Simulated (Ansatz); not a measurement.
Cost and result for the atomization energy of `[SiH3]C1=COBN1` (12 atoms, 12 bonds).

```tsv
atom	x (Å)	y (Å)	z (Å)
Si1	-1.4884	0.9590	0.8416
C2	-0.1379	0.0316	-0.0162
C3	-0.2395	-0.6441	-1.1785
O4	0.9378	-1.2173	-1.5396
B5	1.8674	-0.9000	-0.5572
N6	1.1935	-0.1153	0.4009
H7	-2.7156	0.8250	0.0189
H8	-1.7288	0.4101	2.2035
H9	-1.1343	2.3962	0.9927
H10	-1.0863	-0.7857	-1.8308
H11	2.9979	-1.2567	-0.5846
H12	1.5341	0.2975	1.2494
```

The species carries charge 0 and has multiplicity 1. Geometry: relaxed with PBE0-D4/def2-TZVP. Program: Ansatz. All runs use 4 threads of an Intel Xeon Platinum 8488C on a shared host. Times are those of one run each, without the atoms' runs, and a repeat can differ threefold. Electronic energies, without spin–orbit coupling; frozen cores. CCSD(T)/CBS adds CCSD(T) − MP2 in def2-TZVPP to the MP2 limit, and its time is that of the two runs behind it. T1 = 0.015. B3LYP takes the VWN-RPA correlation (the form of Gaussian; ORCA's B3LYP/G).

CCSD(T)/CBS is a level of theory with its own doubt, some kJ/mol a heavy atom from the limit and from the frozen cores, so smaller differences don't rank the functionals.

```json
{"level": "CCSD(T)/CBS(def2)", "functions": "–", "atomization (kJ/mol)": "4865.8", "difference from CCSD(T)/CBS": "0.0", "per bond": "0.0"}
{"level": "CCSD(T)/def2-TZVPP", "functions": "281", "atomization (kJ/mol)": "4733.2", "difference from CCSD(T)/CBS": "-132.6", "per bond": "-11.0"}
{"level": "MP2/def2-QZVPP", "functions": "535", "atomization (kJ/mol)": "4924.9", "difference from CCSD(T)/CBS": "59.1", "per bond": "4.9"}
{"level": "ωB97M-V/def2-TZVPP (with forces)", "functions": "281", "atomization (kJ/mol)": "4904.2", "difference from CCSD(T)/CBS": "38.4", "per bond": "3.2"}
{"level": "ωB97X-V/def2-TZVPP", "functions": "281", "atomization (kJ/mol)": "4901.4", "difference from CCSD(T)/CBS": "35.6", "per bond": "3.0"}
{"level": "PBE-D4/def2-TZVPP (with forces)", "functions": "281", "atomization (kJ/mol)": "5013.3", "difference from CCSD(T)/CBS": "147.5", "per bond": "12.3"}
{"level": "B3LYP-D4/def2-TZVPP (with forces)", "functions": "281", "atomization (kJ/mol)": "4892.2", "difference from CCSD(T)/CBS": "26.4", "per bond": "2.2"}
{"level": "B2PLYP/def2-TZVPP", "functions": "281", "atomization (kJ/mol)": "4838.2", "difference from CCSD(T)/CBS": "-27.6", "per bond": "-2.3"}
{"level": "r2SCAN-D4/def2-TZVPP (with forces)", "functions": "281", "atomization (kJ/mol)": "4902.1", "difference from CCSD(T)/CBS": "36.3", "per bond": "3.0"}
{"level": "PBE0-D4/def2-TZVPP", "functions": "281", "atomization (kJ/mol)": "4910.0", "difference from CCSD(T)/CBS": "44.2", "per bond": "3.7"}
```

Task: Order the runs by time, with rough figures. (Estimate.)

Result: Computed: PBE-D4/def2-TZVPP (with forces) 2.1 s; PBE0-D4/def2-TZVPP 2.5 s; r2SCAN-D4/def2-TZVPP (with forces) 3.5 s; B3LYP-D4/def2-TZVPP (with forces) 4.1 s; B2PLYP/def2-TZVPP 5.5 s; ωB97X-V/def2-TZVPP 6 s; ωB97M-V/def2-TZVPP (with forces) 8.5 s; MP2/def2-QZVPP 25 s; CCSD(T)/def2-TZVPP 2.2 min; CCSD(T)/CBS(def2) 2.6 min.

From PBE to PBE0 (25 % exact exchange), in def2-TZVPP and without D4, the atomization energy moves by −99.0 kJ/mol: exact exchange takes away binding that semilocal exchange gives to molecules. The D4 term adds +44.5 kJ/mol with B3LYP and +23.3 kJ/mol with PBE0; it sums over pairs of atoms, weighted by their polarisabilities, and B3LYP, whose exchange is more repulsive, gets the larger term. In def2-TZVPP, CCSD(T) changes the Hartree–Fock value by +1212.2 kJ/mol (the triples alone add +85.8 kJ/mol) and MP2 by +1324.9 kJ/mol; breaking electron pairs costs correlation energy, which Hartree–Fock lacks.
